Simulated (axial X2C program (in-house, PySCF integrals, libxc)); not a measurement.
**Low determinants of MoB at the PBE0 level, spin-free**

Calculated with an in-house all-electron X2C program for linear molecules (integrals from PySCF). Spin-free means the one-electron spin-free X2C Hamiltonian. Basis: Mo dyall-cv3z [11s12p9d5f3g], B dyall-v3z [7s6p2d1f] (cores contracted in-house); Gaussian nuclei, density fitting, unrestricted open shells. Masses: Mo 97.905 u, B 11.009 u.

Search at 1.972 Å (vertical energies from the lowest determinant):

```json
{"ΔE (eV)": "0.00", "state": "M_S = 5/2, Λ = 1", "electrons beyond evenly filled partner blocks": "2 × σα, π+α, π+β, π-α, δ+α, δ-α", "electrons in σ, π, δ, φ": "22 19 6 0"}
{"ΔE (eV)": "0.19", "state": "M_S = 3/2, Λ = 1", "electrons beyond evenly filled partner blocks": "π+α, π+β, π-α, δ+α, δ-α", "electrons in σ, π, δ, φ": "22 19 6 0"}
{"ΔE (eV)": "0.31", "state": "M_S = 5/2, Λ = 0", "electrons beyond evenly filled partner blocks": "σα, π+α, π-α, δ+α, δ-α", "electrons in σ, π, δ, φ": "23 18 6 0"}
{"ΔE (eV)": "0.34", "state": "M_S = 3/2, Λ = 0", "electrons beyond evenly filled partner blocks": "σα, δ+α, δ-α", "electrons in σ, π, δ, φ": "21 20 6 0"}
{"ΔE (eV)": "0.76", "state": "M_S = 3/2, Λ = 2", "electrons beyond evenly filled partner blocks": "2 × σα, δ+α", "electrons in σ, π, δ, φ": "22 20 5 0"}
{"ΔE (eV)": "0.88", "state": "M_S = 3/2, Λ = 1", "electrons beyond evenly filled partner blocks": "2 × σα, π+α, π+β, π-β, δ+α, δ-α", "electrons in σ, π, δ, φ": "22 19 6 0"}
{"ΔE (eV)": "1.12", "state": "M_S = 7/2, Λ = 1", "electrons beyond evenly filled partner blocks": "2 × σα, 2 × π+α, π-α, δ+α, δ-α", "electrons in σ, π, δ, φ": "22 19 6 0"}
```

Lowest determinant, M_S = 5/2, Λ = 1 (beyond evenly filled blocks: 2 × σα, π+α, π+β, π-α, δ+α, δ-α): Re = 1.970 Å, ωe = 638.7 cm⁻¹.

The determinant in row 2 of the search, M_S = 3/2, Λ = 1 (beyond evenly filled blocks: π+α, π+β, π-α, δ+α, δ-α), was followed along the bond at PBE0; measured from the minimum of the lowest determinant it gives:

Te = 0.164 eV (1325 cm⁻¹), Re = 1.907 Å, ωe = 661.6 cm⁻¹.

**Question.** Compare the bond of the determinant in row 2 with that of the lowest one.

**Answer.** At PBE0 its Re is 0.063 Å shorter and its force constant, which goes as ωe², is 1.07 times that of the lowest determinant. This determinant mixes spin states, so it has no term energy of its own.

The search compares states at one distance, so a state with another bond length can lie lower; it is not exhaustive and yields mostly the lowest determinant of each block pattern, so other components and higher states of one pattern are missing. These are energies of single determinants, not of spin-adapted states; PBE0 term energies can be off by some tenths of an eV, and the functional has no current term. The lowest determinant need not be the ground state where others lie within half an eV. Row 1 is spin-contaminated (⟨S²⟩ = 8.89 against 8.75), so its values are not those of a pure state. Row 2 is spin-contaminated (⟨S²⟩ = 4.63 against 3.75), so its values are not those of a pure state.
